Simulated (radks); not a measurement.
Isoelectronic series with 8 electrons, each ion in its NIST ground configuration. Calculated with a radial shooting solver on a logarithmic mesh with Libxc functionals: Dirac Kohn-Sham, PBE, spin-unpolarised, spherical densities, finite nucleus; open shells fill j = l - 1/2 first; Fermi nuclear charge, rms radius of each element as measured or else 0.836 A^(1/3) + 0.57 fm. Total energies (hartree) and orbital eigenvalues (hartree):

ion    configuration  E (hartree)      2p3/2      2p1/2      2s1/2
Cd40+   [He] 2s2 2p4  -3882.55276  -226.0016  -233.7058  -241.0505
In41+   [He] 2s2 2p4  -4057.13913  -236.8485  -245.2813  -252.8250
Sn42+   [He] 2s2 2p4  -4235.95253  -247.9533  -257.1673  -264.9122
Sb43+   [He] 2s2 2p4  -4419.03133  -259.3165  -269.3670  -277.3154
Te44+   [He] 2s2 2p4  -4606.41004  -270.9385  -281.8837  -290.0379
I45+    [He] 2s2 2p4  -4798.13456  -282.8195  -294.7209  -303.0835
Xe46+   [He] 2s2 2p4  -4994.23864  -294.9603  -307.8820  -316.4555
Cs47+   [He] 2s2 2p4   -5194.7683  -307.3611  -321.3709  -330.1580
Ba48+   [He] 2s2 2p4   -5399.7633  -320.0224  -335.1914  -344.1946
La49+   [He] 2s2 2p4   -5609.2725  -332.9448  -349.3473  -358.5695
Ce50+   [He] 2s2 2p4   -5823.3396  -346.1286  -363.8429  -373.2870
Pr51+   [He] 2s2 2p4   -6042.0147  -359.5744  -378.6823  -388.3513
Nd52+   [He] 2s2 2p4   -6265.3457  -373.2828  -393.8702  -403.7670
Pm53+   [He] 2s2 2p4   -6493.3790  -387.2542  -409.4110  -419.5385
Sm54+   [He] 2s2 2p4   -6726.1566  -401.4891  -425.3095  -435.6699
Eu55+   [He] 2s2 2p4   -6963.7700  -415.9882  -441.5708  -452.1683
Gd56+   [He] 2s2 2p4   -7206.2531  -430.7519  -458.1999  -469.0377
Tb57+   [He] 2s2 2p4   -7453.7143  -445.7807  -475.2023  -486.2863
Dy58+   [He] 2s2 2p4   -7706.0888  -461.0754  -492.5835  -503.9124
Ho59+   [He] 2s2 2p4   -7963.5841  -476.6365  -510.3492  -521.9302
Er60+   [He] 2s2 2p4   -8226.1798  -492.4645  -528.5056  -540.3408
Tm61+   [He] 2s2 2p4   -8494.0047  -508.5601  -547.0589  -559.1540
Yb62+   [He] 2s2 2p4   -8767.0436  -524.9239  -566.0155  -578.3711
Lu63+   [He] 2s2 2p4   -9045.4326  -541.5566  -585.3822  -598.0028
